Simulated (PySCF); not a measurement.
(1E)-1-chloro-1-fluorobuta-1,3-diene (C4H4ClF), SMILES C=C/C=C(\F)Cl.

Coordinates come from a r2SCAN-D4/def2-SVP optimisation. The values are those of a single conformer.

Method: PBE/def2-TZVP run with PySCF.

The molecule is in vacuum.

Computed frontier levels, gap, dipole moment and polarisability:
```yaml
highest_occupied_level: -5.68 eV
lowest_empty_level: -2.04 eV
orbital_gap: 3.64 eV
dipole_moment: 0.94 D
quadrupole, principal values (traceless, Buckingham form, about the centre of nuclear charge): -4.18, 1.06, 3.12 D·Å
mean_static_polarisability: 70.3 bohr³ (10.42 Å³)
polarisability_principal_values: 37.6, 55.0, 118.3 bohr³
```
